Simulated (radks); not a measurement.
The nuclear charge of the barium ion Ba2+ is varied continuously with 54 electrons held in [Xe]. Calculated with a radial shooting solver on a logarithmic mesh with Libxc functionals: scalar-relativistic Kohn-Sham, PBE, spin-polarised, spherical densities, point nucleus. By the Hellmann-Feynman theorem dE/dZ = E(electron-nucleus)/Z, the electronic potential at the nucleus. The scalar-relativistic energy here is not variational (the density holds large components alone), so the two differ by a part that grows with Z.

Z     E (hartree)  E(electron-nucleus)/Z (hartree)  HOMO  e(HOMO) (eV)  <r> HOMO (bohr)
55.5   -7959.8023                         -346.743    5p       -24.579            1.977
56     -8135.0009                         -351.067    5p       -30.907            1.894
56.5   -8312.3884                         -355.399    5p       -37.634            1.821
57     -8491.9696                         -359.739    5p       -44.743            1.756

The central difference of E at Z = 56 is -352.586 hartree, to compare with the third column; the second derivative is -8.76 hartree.
